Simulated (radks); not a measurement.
Values are calculated unless marked as measured or tabulated.
Q: These are the eigenvalues of the occupied orbitals of an atom or ion with whole-number occupations (eV). Code: a radial shooting solver on a logarithmic mesh with Libxc functionals. Model: Dirac Kohn-Sham, PBE, spin-unpolarised, spherical densities, finite nucleus; Fermi nuclear charge, rms radius of each element as measured or else 0.836 A^(1/3) + 0.57 fm.

1s1/2: -15930.61
2s1/2: -2156.765
2p1/2: -1962.759
2p3/2: -1894.351
3s1/2: -333.6055
3p1/2: -263.1522
3p3/2: -252.6653
3d3/2: -129.0374
3d5/2: -127.2074
4s1/2: -40.8831
4p1/2: -23.6034
4p3/2: -22.4434
5s1/2: -3.5258

Which element is it, and in what charge state? The configuration may be excited. Open shells, if any, fill j = l - 1/2 first.

A: Z = 38, strontium, charge 0: Sr in [Kr] 5s2. The list shows which subshells hold electrons but not how many an open one holds; the 1s level, -585.44 hartree, gives Z - s = 34.2 by -(Z - s)^2/2, which with screening and relativity narrows Z to a few neighbours, and the depths of the outer levels then fix element, charge and occupations together.
